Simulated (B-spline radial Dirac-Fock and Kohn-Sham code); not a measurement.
# K-line shifts caused by a second vacancy in Os⁴⁺

System: Os⁴⁺, [Xe] 4f14 5d3 6s1 (an excited configuration).

Calculated with a radial finite-basis atomic code, using Dirac-Fock energy differences between relaxed states, corrected for Breit and QED terms. Each two-hole energy is an average over J within one jj subconfiguration, not an observable level; in light atoms, where LS coupling holds, the j-resolved values are not observed lines, and for a K spectator the Kα1 hypersatellite is nearly forbidden. Correlation and solid-state effects are left out.

Lines without a spectator: Kα2 (K-L2) 61480.8 eV, Kα1 (K-L3) 62994.7 eV, Kβ3 (K-M2) 71070.4 eV, Kβ1 (K-M3) 71404.5 eV. Shifts in eV with one spectator hole (a dash: not computed, or left out as unreliable):

```
spectator hole      Kα2      Kα1      Kβ3      Kβ1
        K (1s)  +1021.8  +1103.8  +1324.2  +1343.4
    L2 (2p1/2)   +131.7   +178.8        –   +336.6
    L3 (2p3/2)    +96.8   +107.3   +249.0        –
    M2 (3p1/2)        –   +28.51    +54.1    +64.3
    M3 (3p3/2)   +15.01        –    +45.1    +45.8
    M4 (3d3/2)    +5.00    +1.62        –        –
    M5 (3d5/2)    -0.55    +3.67        –        –
```
